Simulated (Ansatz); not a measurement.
Species: CF₂, charge 0, triplet. This triplet is an excited state, 2.5 eV above the singlet at CCSD(T)/cc-pV5Z (Ansatz, a first-principles code). CF2 (SMILES F[C]F, triplet).
B3LYP-D3(BJ)/def2-TZVP minimum from Ansatz:
```
C
F 1 1.3178
F 1 1.3178 2 119.61
```
Charge 0, spin multiplicity 3.

Total energies in cc-pVTZ, 18 correlated electrons, 3 frozen orbitals. Open shells are spin-unrestricted; no spin-orbit coupling. Cores are frozen in correlated methods. No relativity.

```json
[
 {"method": "HF", "program": "Ansatz", "energy (Eh)": "-236.70275", "minus CCSDT(Q) (mEh)": "627.76"},
 {"method": "MP2", "program": "Ansatz", "energy (Eh)": "-237.30260", "minus CCSDT(Q) (mEh)": "27.91"},
 {"method": "CCSD", "program": "Ansatz", "energy (Eh)": "-237.30980", "minus CCSDT(Q) (mEh)": "20.71"},
 {"method": "CCSD(T)", "program": "Ansatz", "energy (Eh)": "-237.32918", "minus CCSDT(Q) (mEh)": "1.33"},
 {"method": "CCSDT(Q)", "program": "Ansatz", "energy (Eh)": "-237.33051", "minus CCSDT(Q) (mEh)": "0.00"}
]
```

Rough core times of Ansatz's runs on a shared machine: CCSD(T) under 20 s, CCSDT(Q) 50 min.
